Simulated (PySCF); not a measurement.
From one molecule to another.

First species: C2HF5O3S.
SMILES with atom numbers: `[O:1]=[S:2](=[O:3])([OH:4])[C:5]([F:6])([F:7])[C:8]([F:9])([F:10])[F:11]` (hydrogens: H12 on O4)

Geometry (PBE0-D3(BJ)/def2-SVP, Å), atoms numbered from 1 in this order:
```xyz
12
C2HF5O3S angstrom
O      1.1943   -1.0740    1.5749
S      1.1922   -0.5383    0.2339
O      1.2855   -1.3299   -0.9616
O      2.3114    0.6148    0.1380
C     -0.3130    0.5411    0.0714
F     -0.1520    1.3345   -0.9807
F     -0.3922    1.2749    1.1816
C     -1.6187   -0.2676   -0.1011
F     -1.6593   -0.8155   -1.3001
F     -2.6514    0.5494    0.0392
F     -1.6881   -1.2159    0.8194
H      2.5315    0.8974    1.0408
```

Second species: C8H6.
InChI=1S/C8H6/c1-4-7-8(5-2)6-3/h2-4H,1H3

Levels: CAM-B3LYP/def2-SVPD for dipole moment, HOMO energy, LUMO energy, HOMO–LUMO gap, static isotropic polarisability and electronic spatial extent ⟨r²⟩ about the centre of nuclear charge; TDDFT CAM-B3LYP/def2-SVPD for lowest singlet excitation; PBE0-D3(BJ)/def2-SVP for rotational constant A and rotational constant C. Geometries: PBE0-D3(BJ)/def2-SVP. Each species is one conformer at its optimised geometry, gas phase, non-relativistic unless stated; the electronic structure was computed with PySCF and density fitting.

Dipoles, sizes and rotational constants follow the conformer. The torsions of the flexible species, by atom-mapped SMILES:
- `[O:1]=[S:2](=[O:3])([OH:4])[C:5]([F:6])([F:7])[C:8]([F:9])([F:10])[F:11]`: O1–S2–C5–F6 162°, S2–C5–C8–F9 -72°, H–O4–S2–O1 -18°

Values for the first species:

```
Dipole moment                                                     : 2.63 D
HOMO energy                                                       : -11.54 eV
LUMO energy                                                       : 0.05 eV
HOMO–LUMO gap                                                     : 11.59 eV
Lowest singlet excitation                                         : 8.29 eV
Static isotropic polarisability                                   : 59.7 au
Electronic spatial extent ⟨r²⟩ about the centre of nuclear charge : 1521 bohr²
Rotational constant A                                             : 1.595 GHz
Rotational constant C                                             : 0.791 GHz
```

Question: Estimate the same properties for the second species, and the change in each.

Answer: 
| property | first | second | second less first |
| --- | --- | --- | --- |
| dipole moment | 2.63 D | 1.64 D | -0.99 D |
| HOMO energy | -11.54 eV | -8.00 eV | +3.54 eV |
| LUMO energy | 0.05 eV | -0.23 eV | -0.28 eV |
| HOMO–LUMO gap | 11.59 eV | 7.77 eV | -3.82 eV |
| lowest singlet excitation | 8.29 eV | 4.99 eV | -3.30 eV |
| static isotropic polarisability | 59.7 au | 102.3 au | +42.6 au |
| electronic spatial extent ⟨r²⟩ about the centre of nuclear charge | 1521 bohr² | 1224 bohr² | -297 bohr² |
| rotational constant A | 1.595 GHz | 2.590 GHz | +0.995 GHz |
| rotational constant C | 0.791 GHz | 0.939 GHz | +0.148 GHz |

On the first: No computed singlet falls in the visible range (750 to 380 nm, 1.65 to 3.26 eV); S1 lies 5.03 eV above its blue end. The dipole equals about 8.8 × 10⁻³⁰ C·m (1 D = 3.33564 × 10⁻³⁰ C·m).

On the second: The principal polarisabilities are 61.9, 103.2 and 141.8 au; their mean is the isotropic value. The dipole equals about 5.5 × 10⁻³⁰ C·m (1 D = 3.33564 × 10⁻³⁰ C·m).
